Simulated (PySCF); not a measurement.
# Stretching InF⁺

Set-up: PySCF, scalar-relativistic core potentials, basis sets In cc-pVDZ-PP with ECP28, F cc-pVDZ. Energies in eV from In⁺ + F in their ground configurations at the same level. State: ²Σ⁺ (doublet), unpaired electrons σ ↑.

All columns are BHandHLYP. A positive dipole points towards F; it is taken about the centre of mass and depends on that origin.

| R (Å) | E (eV) | μ (D) | Mulliken charge on In (basis-dependent) | HOMO (eV) | LUMO (eV) | Mayer bond order | ⟨S²⟩ |
| --- | --- | --- | --- | --- | --- | --- | --- |
| 1.696 | 0.442 | -3.44 | 1.37 | -16.31 | -11.14 | 1.04 | 0.75 |
| 1.775 | -0.171 | -3.68 | 1.35 | -16.45 | -11.28 | 1.05 | 0.76 |
| 1.854 | -0.470 | -3.85 | 1.33 | -16.56 | -11.38 | 1.04 | 0.76 |
| 1.913 | -0.556 | -3.91 | 1.31 | -16.63 | -11.41 | 1.02 | 0.76 |
| 1.972 | -0.566 | -3.88 | 1.28 | -16.69 | -11.40 | 0.99 | 0.77 |
| 2.031 | -0.528 | -3.76 | 1.25 | -16.73 | -11.35 | 0.94 | 0.77 |
| 2.110 | -0.444 | -3.49 | 1.20 | -16.73 | -11.23 | 0.84 | 0.78 |
| 2.209 | -0.332 | -3.06 | 1.14 | -16.69 | -11.02 | 0.70 | 0.78 |
| 2.327 | -0.223 | -2.59 | 1.08 | -16.62 | -10.74 | 0.52 | 0.78 |
| 2.485 | -0.131 | -2.16 | 1.03 | -16.56 | -10.36 | 0.33 | 0.77 |

A fit through these points gives, at Re = 1.951 Å, μ = -3.90 D and dμ/dR = 0.748 D/Å; the reduced mass is 16.3 u.

**Question.** How strong is the fundamental in the double-harmonic approximation, I = 42.26·(dμ/dR)²/μred km/mol?

**Answer.** I = 42.26·(0.748)²/16.3 = 1.45 km/mol at BHandHLYP.

Spin–orbit coupling is left out, which matters for elements this heavy, above all for dissociation energies. For an ion De counts to the pair picked by the measured ionisation energies or electron affinities, which need not be the lowest pair at this level. The state is the lowest determinant that a PBE0 search found; another state may lie lower at other levels.
